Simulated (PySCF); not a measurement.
A GIAO shielding run with PySCF 2.14 (density fitting, non-relativistic, gas phase) on SMILES CO[B]([GeH3])OC, C2H9BGeO2:

```
{"job": {"kind": "nmr", "xc": "PBE0", "basis": "6-31G", "pop": true}, "charge": 0, "multiplicity": 1}
C      2.526172    -0.297073    -0.262108
O      1.532380     0.701803    -0.275432
B      0.219923     0.415518    -0.125514
Ge    -1.086488     2.037248    -0.180889
O     -0.153203    -0.877993     0.042687
C     -1.474437    -1.320777     0.181437
H      3.377153     0.056393    -0.861408
H      2.156607    -1.248330    -0.673668
H      2.875855    -0.476821     0.767462
H     -2.130438     1.916700    -1.314546
H     -0.322354     3.355954    -0.394419
H     -1.904496     2.179568     1.122984
H     -2.200375    -0.490478     0.166556
H     -1.722142    -2.012263    -0.638918
H     -1.584602    -1.861100     1.134384
```

Hardware: 1 thread of an Arm Neoverse V1, shared host. The job also computes population analyses, field gradients.

(1) How large is the calculation?

(2) How long does it take?

(3) And these other runs on the same molecule and hardware: GIAO shielding at BLYP/pcSseg-1; GIAO shielding at BP86/pcSseg-1; GIAO shielding at HF/pcSseg-1; GIAO shielding at LDA/pcSseg-1; GIAO shielding at OPBE/pcSseg-1; GIAO shielding at PBE/pcSseg-1?

Answers

(1) 74 electrons, 90 basis functions and 840 auxiliary functions.

(2) 10 s of wall time, with 11 SCF cycles and 4 response iterations. Times on a shared host scatter by some tens of per cent.

(3) BLYP/pcSseg-1: 171 functions, 29 s; BP86/pcSseg-1: 171 functions, 29 s; HF/pcSseg-1: 171 functions, 12 s; LDA/pcSseg-1: 171 functions, 24 s; OPBE/pcSseg-1: 171 functions, 29 s; PBE/pcSseg-1: 171 functions, 29 s.
